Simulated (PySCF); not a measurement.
H3P, SMILES P. Atoms are numbered in the order given.

```xyz
4

P      0.0000     0.0000    -0.1282
H      1.0323     0.5960     0.6412
H      0.0000    -1.1920     0.6412
H     -1.0323     0.5960     0.6412
```

Geometry: B3LYP-D3(BJ)/def2-TZVP.

The numbers are results of HF/pcSseg-2 run with PySCF, not measurements.

GIAO shieldings, no solvent; atoms alike by connectivity are averaged. δ = σ(ref) − σ: ¹H against TMS (σ = 31.98 ppm), references at their B3LYP-D3(BJ)/def2-TZVP geometries, non-relativistic.

```csv
nucleus,atoms,count,δ (ppm)
¹H,"H2, H3, H4",3,2.36
```
